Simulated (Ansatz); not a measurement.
F2MoOS, SMILES `[O]=[Mo]([F])([F])=[S]`. Total charge 0; spin multiplicity 1. Correlated methods include outer-core shells of Mo, which these sets cover unevenly. Mo takes the def2 core potential.

```xyz
5

O    -0.199    1.555    0.654
Mo   -0.069    0.043   -0.016
F    -0.099    0.176   -1.843
F    -1.412   -1.029    0.623
S     1.778   -0.745    0.582
```

Task: Give the diagnostics of a CCSD(T)/def2-TZVPP run (frozen core, Ansatz 0.2.0). (An estimate is asked.)

Result: Computed: T1 = 0.0249, largest single amplitude 0.040, largest double 0.086, (T) share of the correlation energy 5.8 %, 12 CCSD cycles. The RHF solution is unstable towards an unrestricted one. T1 lies over the customary mark of 0.02 for closed shells; compounds of d metals often pass it without a breakdown.
